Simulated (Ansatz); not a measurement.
Basis sets compared for the cluster Li5Te3. Charge 0, multiplicity 2. Geometry PBE-D4/def2-SVP. Ansatz on 4 threads of Arm Neoverse V1 on a shared host; times are rough, and most runs start from earlier orbitals.

Cartesian coordinates in Å:
```
Li -0.607 -2.283 0.968
Li 1.417 -1.451 -0.902
Li 1.181 0.946 1.259
Li -0.435 1.442 -2.084
Li -1.958 1.048 0.349
Te -1.226 -0.982 -1.285
Te 1.774 -1.579 1.649
Te -0.146 2.859 0.046
```

In the def2 sets Te takes a core potential, while STO-3G treats all electrons; there is no spin–orbit coupling. Another isomer (doublet) lies 0.65 eV lower at PBE0-D4/def2-TZVP; other spin states weren't run for this one.

STO-3G and 6-31G are all-electron sets without relativity, so their totals don't compare with the def2 sets.

Binding counts from free atoms (Li doublet, Te triplet) in the same basis, without a counterpoise term.

```csv
level,functions,energy (Eh),HOMO (eV),LUMO (eV),binding per atom (eV),wall time
HF/STO-3G,106,-19678.6683,-4.97,0.12,–,5.5 s
PBE-D4/def2-SVP,123,-841.8442,-4.62,-4.39,2.33,5.5 s
PBE0-D4/def2-SVP,123,-841.9247,-5.19,-4.06,2.28,7.5 s
```

(1) Estimate the rows for HF/def2-TZVP, PBE-D4/def2-TZVP (with forces), PBE0-D4/def2-TZVP.

## Answers

(1) 
```
                         level  functions  energy (Eh)  HOMO (eV)  LUMO (eV)  binding per atom (eV)  wall time
                  HF/def2-TZVP        220    -838.6106      -6.53      -1.35                   1.46       23 s
PBE-D4/def2-TZVP (with forces)        220    -841.8955      -4.65      -4.43                   2.27        9 s
             PBE0-D4/def2-TZVP        220    -841.9726      -5.20      -4.07                   2.22       19 s
```
